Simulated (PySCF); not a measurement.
Species: CH7GaN2.
Geometry (PBE0-D3(BJ)/def2-SVP, Å), atoms numbered from 1 in this order:
```xyz
11
CH7GaN2 angstrom
N      2.371   -0.712   -0.012
C      1.516    0.058    0.544
Ga    -0.027    0.942   -0.385
N     -1.545   -0.481    0.164
H      2.175   -0.781   -1.020
H      1.671    0.194    1.637
H     -0.019    0.697   -1.952
H     -0.695    2.237    0.228
H     -1.663   -0.521    1.177
H     -2.448   -0.240   -0.243
H     -1.298   -1.419   -0.154
```

Level of theory: PBE0-D3(BJ)/def2-SVP geometry optimisation, gas phase (PySCF).

(1) Which atoms are bound to Ga3, and at what distances?

(2) List the angles at Ga3.

(3) What is the shape at Ga3?

(4) What are the other bond lengths?

(5) Give some angles away from the centre.

(6) What are the rotational constants (commonest isotopes, rigid rotor)?

Results:

(1) 4 atoms: H8 1.581 Å, H7 1.586 Å, C2 2.007 Å, N4 2.152 Å. The nearest atom not counted as bound is H11, at 2.69 Å (others tie with it).

(2) 
```tsv
angle	degrees	distance of the outer atoms (Å)
H7–Ga3–H8	120.8	2.75
C2–Ga3–H8	120.4	3.12
C2–Ga3–H7	112.7	3.00
N4–Ga3–H7	98.8	2.86
N4–Ga3–H8	98.3	2.85
C2–Ga3–N4	97.6	3.13
```

(3) Distorted tetrahedral: angles from 97.6° to 120.8°; τ4 = (360° − α − β)/141° = 0.84 with α and β the two widest (0 for a square, 1 for a tetrahedron).

(4) N1=C2 1.278 Å; N1–H5 1.030 Å; C2–H6 1.112 Å; N4–H9, N4–H10, N4–H11 1.020 Å.

(5) N1–C2–Ga3 125.4°.

(6) A = 6986, B = 2912, C = 2306 MHz: an asymmetric top.

Point group: C1 (no symmetry element, even within 0.4 Å). Charge 0, singlet. No frequency check.

One conformer stands for the species.
